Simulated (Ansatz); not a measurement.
Reaction (hydrogenolysis of a C–Si bond): `O=C[SiH2][SiH2][AlH2]` + H₂ → `C=O` + `[AlH2][SiH2][SiH3]`

Calculated with Ansatz (gas phase, PBE0-D4/def2-TZVP geometries, no zero-point term in ΔE). CBS: MP2 limit from def2 TZ/QZ plus the TZ coupled-cluster correction, frozen cores. This one scheme is used for every species. DFT in def2-TZVPP. B3LYP here is the variant with VWN-RPA as its local correlation; programs differ in this. One conformer a species, not always the lowest.

`O=C[SiH2][SiH2][AlH2]`:

Z-matrix (Å, degrees):
```
Si
C 1 1.928
Si 1 2.345 2 108.8
H 1 1.485 2 108.9 3 122.2
H 1 1.491 2 108.0 3 -118.4
O 2 1.203 1 123.1 3 -102.1
H 2 1.118 1 117.2 3 75.8
Al 3 2.447 1 108.8 2 -178.6
H 3 1.491 1 106.9 2 58.2
H 3 1.493 1 106.1 2 -57.0
H 8 1.586 3 120.1 1 -90.5
H 8 1.587 3 119.6 1 86.3
```

H₂:

Z-matrix (Å, degrees):
```
H
H 1 0.746
```

`C=O`:

Z-matrix (Å, degrees):
```
C
O 1 1.195
H 1 1.109 2 122.0
H 1 1.109 2 122.0 3 -180.0
```

`[AlH2][SiH2][SiH3]`:

```xyz
10

Al    1.001   -1.908    0.535
Si    0.095   -0.205   -0.970
Si   -0.807    1.556    0.286
H     2.503   -1.811    1.043
H     0.075   -3.085    1.063
H    -0.995   -0.742   -1.836
H     1.142    0.373   -1.862
H    -1.382    2.621   -0.579
H    -1.882    1.042    1.180
H     0.250    2.161    1.141
```

| level | ΔE (kJ/mol) | difference from CCSD(T)/CBS |
| --- | --- | --- |
| PBE-D4 | -23.5 | 12.5 |
| r2SCAN-D4 | -27.4 | 8.6 |
| PBE0-D4 | -34.1 | 1.9 |
| B3LYP-D4 | -33.5 | 2.5 |
| ωB97X-V | -39.4 | -3.4 |
| ωB97M-V | -36.7 | -0.7 |
| B2PLYP | -40.0 | -4.0 |
| PBE | -28.4 | 7.6 |
| r2SCAN | -28.8 | 7.2 |
| PBE0 | -38.5 | -2.5 |
| B3LYP | -41.3 | -5.3 |
| HF/def2-TZVPP | -65.2 | -29.2 |
| MP2/def2-TZVPP | -36.5 | -0.5 |
| SCS-MP2/def2-TZVPP | -42.2 | -6.2 |
| CCSD/def2-TZVPP | -46.4 | -10.4 |
| CCSD(T)/def2-TZVPP | -40.2 | -4.2 |
| HF/def2-QZVPP | -64.8 | -28.8 |
| MP2/def2-QZVPP | -33.9 | 2.1 |
| SCS-MP2/def2-QZVPP | -39.7 | -3.7 |
| HF/CBS(def2) | -64.7 | -28.7 |
| MP2/CBS(def2) | -32.3 | 3.7 |
| CCSD/CBS(def2) | -42.2 | -6.2 |
| CCSD(T)/CBS | -36.0 | 0 |

Largest T1 diagnostic among the species: 0.016.

From PBE to PBE0 (25 % exact exchange), in def2-TZVPP and without D4, ΔE moves by −10.1 kJ/mol. The D4 term adds +7.8 kJ/mol with B3LYP and +4.4 kJ/mol with PBE0; it sums over pairs of atoms, weighted by their polarisabilities, and B3LYP, whose exchange is more repulsive, gets the larger term.
